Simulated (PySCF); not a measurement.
# Levels of Pt⁴¹⁺ from EOM-EA-GCCSD

Reference: closed-shell Pt⁴²⁺, [Kr]; one electron is added. Calculated with PySCF 2.14, two-component X2C-1e with screened spin-orbit coupling, an uncontracted even-tempered set (18 s from 2.2 bohr⁻², ratio 2.6; 16 p from 2.9 bohr⁻², ratio 2.6; 11 d from 2.9 bohr⁻², ratio 2.6; 5 f from 3 bohr⁻², ratio 2.8); frozen [Ar] 3d10; the 114 highest virtual spinors dropped; of the others 74 kept and the rest restored at second order. No Breit or QED terms. Binding energies in eV.

| level | Koopmans |
| --- | --- |
| 4d3/2 | 1941.3 |
| 4d5/2 | 1915.1 |

Problem. How does correlation move these levels?

Solution. 4d3/2: second order 1943.0, EOM-CCSD 1942.9; 4d5/2: second order 1916.8, EOM-CCSD 1916.7.

For comparison, the ionisation energy of Pt⁴¹⁺ is 1941 ± 4 eV (theoretical estimate listed by NIST; NIST Atomic Spectra Database, ionization energies).
